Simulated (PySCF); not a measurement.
## A small calculation by hand: chemical shift, span and skew from a shielding tensor

C5H5, SMILES C1C=C[CH]C=1 (connectivity only; charge and spin as stated), charge +1, multiplicity 1. Atoms are numbered in the order given.

```xyz
10

C      0.0000     0.0000     1.1581
C      0.0000    -1.1997     0.3503
C      0.0000    -0.7813    -0.9325
C      0.0000     0.7813    -0.9325
C      0.0000     1.1997     0.3503
H      0.0000     0.0000     2.2563
H      0.0000    -2.2204     0.7302
H      0.0000    -1.3915    -1.8394
H      0.0000     1.3915    -1.8394
H      0.0000     2.2204     0.7302
```
Charge +1, spin multiplicity 1.

Geometry optimised at PBE0-D3(BJ)/def2-SVP. The spin state was assumed, not searched. The isomer is the one that the SMILES or the coordinates give; other isomers of the formula were not compared.

GIAO shieldings from PBE0/pcSseg-1 (PySCF), non-relativistic, no solvent. The symmetric part of the tensor of C1 has the principal values -235.5, -160.2, 51.6 ppm. The same nucleus in TMS has σ = 186.3 ppm at this level (PySCF, at its B3LYP-D3(BJ)/def2-TZVP geometry).

**Question.** Work out the isotropic shielding, the ¹³C shift against TMS, the span and the skew.

**Answer.** 
σ(iso) = (σ11 + σ22 + σ33)/3 = -114.7 ppm. δ = σ(ref) − σ(iso) = 186.3 − (-114.7) = 301.0 ppm.
Span Ω = σ33 − σ11 = 287.1 ppm. Skew κ = 3(σ(iso) − σ22)/Ω = 0.48. Tumbling in solution averages the tensor to δ; in a static solid the shielding alone would spread this spin-1/2 line over Ω.
